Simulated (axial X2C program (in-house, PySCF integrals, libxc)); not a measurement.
**Which molecule has these constants?**

Calculated with an axial X2C code built on PySCF integrals, spin-free (one-electron X2C) or two-component (2c: spin–orbit coupling with atomic mean-field Coulomb and Gaunt terms, which also bring small scalar terms), in Dyall basis sets with cores contracted in-house; open shells are unrestricted.

A two-component PBE0 calculation in a Dyall 3-zeta basis gave Re = 2.232 Å, ωe = 442.6 cm⁻¹, De = 4.22 eV, Ω = 0.

**Question.** Which molecule is it?
A. AlS⁻
B. AlSe⁻
C. AlO⁻

**Answer.** B. The others have AlO⁻ 1.645 Å and 977.0 cm⁻¹ (Ω = 0); AlS⁻ 2.101 Å and 572.6 cm⁻¹ (Ω = 0).

Each entry is the lowest single determinant of a limited PBE0 search at one distance. De goes to single-determinant-based atoms at the same level (for ions the charge split of lowest energy) and is withheld (n/a) where an atom does not fit its ground term or J level. Main or longest-lived isotopes. Some light 2c atoms are not at their ground J level, so De misses part of their lowering (0.04 eV or less). The functionals have no current term, which raises determinants with orbital currents.
